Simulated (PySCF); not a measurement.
**Tm (thulium, neutral) across methods**

[Xe] 4f12 5d1 6s2, one real determinant (an excited configuration). Calculation: PySCF 2.14, in cc-pVDZ-X2C (8s7p5d3f1g, 84 functions); scalar relativity by spin-free X2C-1e.

```csv
method,E (hartree),mean ε 6s α (eV),mean ε 5d α (eV),mean ε 6s β (eV),Σ⟨r²⟩ (bohr²),⟨S²⟩
UHF,-13562.18720,-6.181,-5.919,-5.511,78.53,3.756
r2SCAN,-13567.11,-4.651,-2.939,-4.243,75.69,3.755
PBE0,-13566.76,-5.127,-3.508,-4.738,75.55,3.752
PBE,-13566.95,-4.591,-2.553,-4.211,75.37,3.752
```

Question: Estimate the same row for LDA.

Answer: E (hartree) = -13557.77; mean ε 6s α (eV) = -4.756; mean ε 5d α (eV) = -2.548; mean ε 6s β (eV) = -4.384; Σ⟨r²⟩ (bohr²) = 74.68; ⟨S²⟩ = 3.751.

⟨L²⟩ = 30.08 against 56 for a pure K term, so this real determinant mixes terms. Spin-orbit coupling, absent here, splits the open shell strongly.
